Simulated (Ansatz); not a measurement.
Frontier orbitals of CH$_{4}$OSSi (`O=CS[SiH3]`).

```xyz
8

O    -0.089   -0.787    1.620
C     0.877   -1.034    0.953
S     1.182   -0.384   -0.659
Si   -0.637    0.782   -0.752
H     1.685   -1.706    1.291
H    -0.645    1.807    0.314
H    -1.819   -0.103   -0.678
H    -0.554    1.424   -2.087
```

The species carries charge 0 and has multiplicity 1. The geometry is a stationary point of PBE0-D4/def2-TZVP. It is one conformer, not always the lowest. Basis def2-TZVPP, Ansatz.

| functional | HOMO (eV) | LUMO (eV) | gap (eV) |
| --- | --- | --- | --- |
| PBE | -6.56 | -2.27 | 4.29 |
| PBE0 | -8.04 | -1.22 | 6.82 |
| B3LYP | -7.81 | -1.45 | 6.36 |
| ωB97M-V | -10.15 | 1.03 | 11.18 |

Against PBE, PBE0 changes HOMO and LUMO by −1.47 and +1.06 eV, ωB97M-V by −3.59 and +3.30 eV. A gap of 4.29 eV thus becomes 11.18 eV for the same molecule, so an orbital gap means little without its functional. A positive LUMO is unbound and depends on the basis.

B3LYP here is the variant with VWN-RPA as its local correlation; programs differ in this.
